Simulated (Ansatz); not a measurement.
Cost and result up the ladder for SiH2Me(NCO) (C2H5NOSi) (10 atoms). Total charge 0; singlet. Geometry: PBE-D4/def2-SVP.

```
atom   x (Å)   y (Å)   z (Å)
 Si1   0.654  -0.478  -0.145
  H2   1.671  -0.891   0.882
  H3   0.944  -1.191  -1.437
  C4   0.659   1.385  -0.387
  H5   1.656   1.722  -0.740
  H6   0.432   1.907   0.564
  H7  -0.096   1.687  -1.141
  N8  -0.907  -0.994   0.410
  C9  -1.980  -1.385   0.805
 O10  -3.034  -1.762   1.190
```

Ansatz on 4 threads of Intel Xeon on a shared host. Times are rough, and most runs start from the orbitals of an earlier one. ωB97X-V/def2-TZVP serves as the yardstick here, not as an exact answer. Differences are given only for rows in sets of like size (and for xTB, whose basis is part of the method), since another set adds its own error. Binding counts from free atoms at the same level (Si triplet, H doublet, C triplet, N quartet, O triplet; other spins of the atoms weren't run), without zero-point energy or a counterpoise term.

LC-ωPBE has ω = 0.4 bohr⁻¹. HSE06 is defined as in plane-wave codes, on full-range PBE exchange. Correlated methods freeze 9 core orbitals.

Correlated methods converge slowly with the basis.

```csv
level,functions,wall time,binding energy per atom (eV),difference from ωB97X-V/def2-TZVP (eV)
PBE-D4/def2-SVP,99,3.2 s,4.37,–
PBE0-D4/def2-SVP,99,3.9 s,4.25,–
PBE-D4/def2-TZVP (with forces),191,4.8 s,4.34,0.11
PBE0-D4/def2-TZVP,191,6.5 s,4.22,-0.01
PBE-D4/def2-TZVPD,239,7 s,4.34,0.11
LC-ωPBE/def2-TZVP,191,7 s,4.20,-0.03
MP2/def2-TZVP,191,8 s,4.15,-0.08
HSE06-D4/def2-TZVP,191,8.5 s,4.23,0.00
r2SCAN0-D4/def2-TZVP,191,8.6 s,4.13,-0.10
CAM-B3LYP-D4/def2-TZVP,191,9 s,4.23,0.00
r2SCAN-D4/def2-TZVPD,239,10 s,4.23,0.00
B97M-V/def2-TZVP,191,12 s,4.22,-0.01
ωB97X-V/def2-TZVP,191,15 s,4.23,0.00
CCSD(T)/def2-TZVPP,236,5.2 min,4.09,-0.14
```
